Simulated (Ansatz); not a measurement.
BCl₂ (SMILES Cl[B]Cl), doublet, at a GFN2-xTB geometry, atoms displaced at random by about 0.03 Å a coordinate; HF/STO-3G, gradient run with Ansatz (an electronic-structure program).

Here is a job for Ansatz.
Ansatz 0.2 input:
```yaml
crystal:
  periodic: [false, false, false]
  atoms:
    - {symbol: B, position_ang: [-0.03902893, 0.71123490, -0.02999247]}
    - {symbol: Cl, position_ang: [1.46068953, -0.06275616, -0.03416990]}
    - {symbol: Cl, position_ang: [-1.46889707, -0.06719617, -0.00713301]}
basis:
  gaussian:
    orbitals: STO-3G
hamiltonian:
  xc: hf
magnetization: {spin_polarized: true, initial_magnetization: 1}
output: {forces: true}
```

The log (banner, timings and long lists left out):

```
Functional definition: HF
258 factors; integrals over basis functions are off by at most 3.2e-5 eV
mean field evaluation 1: about -25400.1432 eV, gradient 1.4e1 eV
mean field evaluation 2: about -25400.1838 eV, gradient 1.4e1 eV
mean field evaluation 4: about -25402.2188 eV, gradient 1.7e0 eV
mean field evaluation 8: about -25402.2812 eV, gradient 1.4e-2 eV
mean field -25402.28124104 eV, -933.5166173238 hartree, gradient 2.4e-5 eV, S^2 0.753696; 0 other end points of the search recorded, 0 dependent functions left out
the calculation of the forces begins
reference -25402.28124104 eV, -933.5166173238 hartree; 20, 19 occupied and 3, 4 virtual orbitals, 258 factors
Total energy: -25402.28124104 eV, -933.5166173238 hartree
Atom 0 at    -0.039029     0.711235    -0.029992 Å, force     2.347781     3.806371    -0.069007 eV/Å
Atom 1 at     1.460690    -0.062756    -0.034170 Å, force     2.862293    -1.229628    -0.011055 eV/Å
Atom 2 at    -1.468897    -0.067196    -0.007133 Å, force    -5.210074    -2.576742     0.080062 eV/Å
Dipole moment:    -0.058392     0.199699    -0.001948 e Å
```
